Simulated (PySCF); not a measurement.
sulfur hexafluoride cation (F6S), SMILES FS(F)(F)(F)(F)F (connectivity only; charge and spin as stated), charge +1, multiplicity 2. Atoms are numbered in the order given.

```xyz
7

F      0.0000    -1.5763     0.0000
S      0.0000     0.0000     0.0000
F      1.5763     0.0000     0.0000
F      0.0000     0.0000     1.5763
F     -1.5763     0.0000     0.0000
F      0.0000     0.0000    -1.5763
F      0.0000     1.5763     0.0000
```
Charge +1, spin multiplicity 2.

Coordinates come from a PBE0-D3(BJ)/def2-SVP optimisation. The geometry has at least one imaginary mode, so it is a saddle point at that level. The multiplicity is an assumed one; other spin states were not compared.

These are PySCF 2.14.0 with PBE0-D3(BJ)/def2-SVP values and carry that method's errors.

Frequencies are harmonic and unscaled.

Modes within 1.5 cm⁻¹ of each other (mostly degenerate sets) share a row, with their intensities summed.

Computed normal modes with their intensities:
| mode | ν (cm⁻¹) | IR (km/mol) | moving atoms (share of kinetic energy) |
|---|---|---|---|
| 1 | 65i | 70.4 | S 65 %, F 35 % |
| 2–3 | 148 | 71.7 | S 62 %, F 38 % |
| 4–5 | 293 | 0.1 | F 100 % |
| 6 | 332 | 0.0 | F 100 % |
| 7–8 | 351 | 0.0 | F 100 % |
| 9–11 | 472 | 0.0 | F 100 % |
| 12 | 764 | 24.1 | F 87 %, S 13 % |
| 13–14 | 777 | 29.0 | F 84 %, S 16 % |
| 15 | 785 | 0.0 | F 100 % |
